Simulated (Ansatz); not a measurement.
Consider the redistribution: `OB(F)[NH][AlH2]` + `C[SiH2]O[SiH3]` → `CB(O)F` + `[AlH2][NH][SiH2]O[SiH3]`.

Computed with Ansatz on PBE0-D4/def2-TZVP structures; ΔE is electronic, products minus reactants. CCSD(T)/CBS is the MP2 limit (def2-TZVPP, def2-QZVPP) plus CCSD(T) − MP2 in def2-TZVPP, frozen cores. This one scheme is used for every species. One conformer a species, not always the lowest.

`OB(F)[NH][AlH2]`:

Cartesian coordinates in Å:
```
O 0.605 1.514 1.600
B 0.352 0.359 0.920
F 0.597 -0.816 1.530
N -0.157 0.370 -0.399
Al -0.564 -1.000 -1.482
H 0.947 1.354 2.482
H -0.302 1.305 -0.755
H -1.118 -0.604 -2.910
H -0.361 -2.483 -0.986
```

`C[SiH2]O[SiH3]`:

```xyz
12

C    -1.131    0.356   -1.845
Si   -0.869   -0.332   -0.142
O     0.622    0.102    0.386
Si    1.700    0.017    1.609
H    -1.062    1.446   -1.840
H    -2.121    0.079   -2.218
H    -0.384   -0.032   -2.541
H    -0.968   -1.818   -0.153
H    -1.892    0.197    0.803
H     2.915    0.767    1.211
H     2.060   -1.399    1.885
H     1.130    0.616    2.845
```

`CB(O)F`:

Z-matrix (Å, degrees):
```
C
B 1 1.558
H 1 1.094 2 110.3
H 1 1.090 2 112.6 3 121.6
H 1 1.094 2 110.2 3 -116.8
O 2 1.353 1 122.1 3 -121.7
F 2 1.343 1 119.9 3 58.3
H 6 0.962 2 112.8 1 -180.0
```

`[AlH2][NH][SiH2]O[SiH3]`:

Z-matrix (Å, degrees):
```
Si
N 1 1.715
O 1 1.637 2 113.3
H 1 1.487 2 109.9 3 -120.2
H 1 1.481 2 107.5 3 118.0
Al 2 1.786 1 128.6 3 -99.0
H 2 1.012 1 114.9 3 80.0
Si 3 1.631 1 147.1 2 -83.9
H 6 1.583 2 117.6 1 179.9
H 6 1.580 2 117.8 1 -0.4
H 8 1.486 3 109.9 1 94.3
H 8 1.488 3 110.5 1 -25.8
H 8 1.484 3 109.0 1 -146.0
```

```csv
species,MP2/CBS(def2) energy (Eh)
`OB(F)[NH][AlH2]`,-499.01838
`C[SiH2]O[SiH3]`,-696.21285
`CB(O)F`,-240.30756
`[AlH2][NH][SiH2]O[SiH3]`,-954.91747
```

Question: Work out ΔE.

Answer: ΔE = (-240.30756) + (-954.91747) − (-499.01838) − (-696.21285) = 0.00620 Eh = +16.3 kJ/mol. CCSD(T)/CBS gives +17.1 kJ/mol.

Largest T1 diagnostic among the species: 0.012.

At CCSD(T), def2-SVP lies +8.0 kJ/mol from the extrapolated value and def2-TZVPP +0.8 kJ/mol. In def2-TZVPP, CCSD(T) changes the Hartree–Fock value by −5.7 kJ/mol (the triples alone add −1.1 kJ/mol) and MP2 by −6.5 kJ/mol.
